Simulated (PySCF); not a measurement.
Gas-phase reaction: GaH3.NH3 → GaH + NH3 + 2 H. Level: M06-2X/def2-TZVP†; standard pressure 1 bar.

Method: PySCF energies plus ideal-gas RRHO corrections (1 bar). † marks an energy on the PBE0/def2-TZVP geometry and frequencies. Open shells (unrestricted): H (multiplicity 2); the rest are closed-shell singlets. Ga: all electrons, no relativistic terms. Adducts (GaH3.NH3) have no counterpoise correction, and HF, PBE, BLYP, B3LYP and PBE0 lack dispersion. GaH3.NH3, GaH: computed as isolated molecules; such fragments, hydroxides, amides, oligomers or adducts are transient or little studied in the gas. The harmonic model lacks anharmonicity and excited electronic states, which grow with temperature; levels with a mode under 35 cm⁻¹ are left out. Soft modes under 120 cm⁻¹ make the harmonic entropy rough for GaH3.NH3.

| T (K) | 1000/T (1/K) | log10 K |
|---|---|---|
| 600 | 1.6667 | -33.63 |
| 800 | 1.2500 | ? |
| 1000 | 1.0000 | -12.90 |
| 1200 | 0.8333 | -7.73 |
| 1400 | 0.7143 | -4.06 |
| 1600 | 0.6250 | -1.31 |

Problem. Fit log10 K = a + b·(1000/T) to the five rows, get the mean ΔH° and ΔS°, and predict log10 K at 800 K.

Solution. Means: 1000/T = 0.9679, log10 K = -11.926. Sums of products about the means: Sxy = -21.39785, Sxx = 0.689362, so b = Sxy/Sxx = -31.04 and a = -11.926 − (-31.04)×0.9679 = 18.12.
ΔH° = −R ln 10 × 1000 K × b = −19.145 × (-31.04) = 594 kJ; ΔS° = R ln 10 × a = 347 J/K. The run's own values go from 595 kJ and 349 J/K at 600 K to 587 kJ and 342 J/K at 1600 K.
Prediction at 800 K: 18.12 + (-31.04)×1.2500 = -20.68. The computed value is -20.67, 0.01 from the line.
For scale, ΔH°(298 K) is 591 kJ at this level, 597 kJ at ωB97M-V/def2-TZVP†, and runs from 474 to 678 kJ over the 20 levels computed.
